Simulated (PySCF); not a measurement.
# Telling isomers of C6H12Si apart by NMR

- geometry: GFN2-xTB
- shielding tensors at PBE0/pcSseg-1 (GIAO)
- code: PySCF 2.14
- in vacuum, a single conformation, one averaged value for each set of equivalent atoms, relativity neglected

Referencing at the same level of theory: TMS for 1H (σ = 31.72 ppm), 13C (σ = 186.93 ppm). Where no couplings were computed, multiplicities follow the n + 1 count of equivalent neighbours, and m marks all less simple cases (inequivalent or close neighbours, rings, F or P nearby). Shifts are as computed. Against solution values, carbons near 30 ppm lie about +3 ppm off and those near 130 ppm about +5 ppm. Of 1211 compounds with measured shifts, 218 miss one by over three times the rms of a fit or turn the order of signals round; such compounds aren't used in these exercises.

(1) Tabulate the signals of `C/C=C\C=C/C[SiH3]`, `C=C=C(C)[SiH2]CC`, `C#CCC(C)(C)[SiH3]`, `C#CC(C)(C)[SiH2]C` and their relative energies.

(2) What is the quickest way to tell C/C=C\C=C/C[SiH3] from C#CCC(C)(C)[SiH3]?

(3) What is the quickest way to tell C#CCC(C)(C)[SiH3] from C#CC(C)(C)[SiH2]C?

(4) What is the quickest way to tell C=C=C(C)[SiH2]CC from C#CCC(C)(C)[SiH3]?

Answers

(1) 
```json
{"SMILES": "C/C=C\\C=C/C[SiH3]", "carbon types": "4×CH 1×CH2 1×CH3", "δC": "135.1, 134.5, 129.6, 128.2, 16.6, 13.3", "δH": "6.53 (m, 1H), 6.52 (m, 1H), 5.90 (m, 1H), 5.80 (m, 1H), 3.82 (t, 3H), 1.98 (m, 2H), 1.94 (d, 3H)", "E rel. (kcal/mol)": "0.0"}
{"SMILES": "C=C=C(C)[SiH2]CC", "carbon types": "2×C 2×CH2 2×CH3", "δC": "220.9, 90.4, 71.6, 20.5, 10.5, 6.2", "δH": "4.56 (s, 2H), 4.26 (m, 2H), 1.87 (s, 3H), 1.16 (t, 3H), 0.92 (m, 2H)", "E rel. (kcal/mol)": "5.8"}
{"SMILES": "C#CCC(C)(C)[SiH3]", "carbon types": "2×C 1×CH 1×CH2 2×CH3", "δC": "88.3, 78.7, 34.1, 28.4, 23.6", "δH": "3.86 (s, 3H), 2.24 (d, 2H), 1.56 (t, 1H), 1.18 (s, 6H)", "E rel. (kcal/mol)": "22.8"}
{"SMILES": "C#CC(C)(C)[SiH2]C", "carbon types": "2×C 1×CH 3×CH3", "δC": "96.3, 75.3, 28.2, 17.0, -9.1", "δH": "4.12 (q, 2H), 1.61 (s, 1H), 1.33 (s, 6H), 0.32 (t, 3H)", "E rel. (kcal/mol)": "11.6"}
```

Energies are electronic energies at PBE0/pcSseg-1 on these geometries, without zero-point or thermal terms, each for the one conformer computed, which needn't be the lowest.

(2) Count the carbon signals: 6 against 5. The first has an alkene CH at 135.1 ppm, the second an alkyne carbon (C) at 88.3 ppm. In the proton spectra the most deshielded non-exchanging signals are 6.53 (m, 1H) and 3.86 (s, 3H).

(3) Both give the same number of carbon signals, but DEPT or the intensities differ. The first has a propargylic sp3 CH2 at 34.1 ppm, the second a methyl carbon bonded to Si (CH3) at -9.1 ppm. Their most deshielded carbons lie at 88.3 and 96.3 ppm.

(4) Count the carbon signals: 6 against 5. The first has a central carbon of an allene (C) at 220.9 ppm, the second a terminal alkyne carbon (CH) at 78.7 ppm. Their most deshielded carbons lie at 220.9 and 88.3 ppm. In the proton spectra the most deshielded non-exchanging signals are 4.56 (s, 2H) and 3.86 (s, 3H).
